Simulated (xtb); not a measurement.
Ge(F)(OH)2(NH2) (FGeH4NO2), SMILES [NH2][Ge]([OH])([OH])[F]. All values are semi-empirical tight-binding results from xtb (GFN2-xTB unless named), good for trends rather than for accurate numbers. The structure is a stationary point at GFN2-xTB. One conformer was computed; it need not be the lowest.

A frequency run showed that this geometry is not a minimum.

For metal compounds this method's bond lengths and energies can be far off.

**Question.** Estimate the properties. (An estimate is asked for; the answer gives what the named calculation found.)

**Answer.** 
The point group as xtb finds it comes out as Cs and the orbital gap is 6.89 eV.
